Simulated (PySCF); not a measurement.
# Al⁻ (aluminium, charge -1) across methods

[Ne] 3s2 3p2, high-spin 3P determinant. Calculation: PySCF 2.14, in aug-cc-pCVTZ-DK with one added diffuse shell each of s, p, d, f type (9s8p6d4f, 91 functions); scalar relativity by spin-free X2C-1e.

```csv
method,E (hartree),mean ε 3s α (eV),mean ε 3s β (eV),mean ε 3p α (eV),Σ⟨r²⟩ (bohr²),⟨S²⟩
PW91,-242.8167,-3.538,-2.670,0.949,125.2,2.004
UHF,-242.31502,-6.889,-4.551,-0.606,74.79,2.018
r2SCAN,-242.7983,-3.538,-2.507,0.973,105.2,2.010
BLYP,-242.8400,-3.639,-2.966,0.958,153.8,2.002
PBE0,-242.7140,-4.303,-3.135,0.669,92.43,2.005
LDA,-241.7776,-3.687,-2.885,0.909,127.1,2.001
BHandHLYP,-242.8235,-5.226,-3.936,0.378,87.31,2.005
PBE,-242.6978,-3.544,-2.683,0.935,128.9,2.004
HSE06,-242.7298,-3.987,-2.852,0.942,99.41,2.005
```

The highest occupied level is positive at PW91, r2SCAN, BLYP, PBE0, LDA, BHandHLYP, PBE, HSE06: only the finite basis holds that electron, which in a density functional comes from self-interaction.
